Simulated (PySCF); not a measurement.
CH3F3O2W, SMILES C[O][W](=[O])([F])([F])[F], multiplicity 1. Geometry: PBE-D3(BJ)/def2-SVP. The spin state was assumed, not searched. The def2 effective core potentials stand for the cores of W; spin–orbit coupling is left out. Other conformers were not sampled.

**Question.** Give the equilibrium geometry at PBE-D3(BJ)/def2-SVP (PySCF confirms it by a frequency run) as bond lengths and angles. (Estimate from the structure and the level; the computed values follow.)

**Answer.** One answer among several that fit: 
Atoms: W1 O2 F3 F4 F5 O6 C7 H8 H9 H10. Bond lengths (Å): W1–O2 1.703, W1–F3 1.882, W1–F4 1.883, W1–F5 1.894, W1–O6 1.871, O6–C7 1.406, C7–H8 1.113, C7–H9 1.111, C7–H10 1.109. Bond angles (°): O2–W1–F3 104.4, O2–W1–F4 106.5, O2–W1–F5 107.3, O2–W1–O6 102.9, F3–W1–F4 85.4, F3–W1–F5 83.2, F3–W1–O6 152.4, F4–W1–F5 146.0, F4–W1–O6 90.1, F5–W1–O6 85.6, W1–O6–C7 142.6, O6–C7–H8 109.6, O6–C7–H9 110.6, O6–C7–H10 109.1, H8–C7–H9 109.1, H8–C7–H10 109.3, H9–C7–H10 109.1.
Charge 0, spin multiplicity 1.
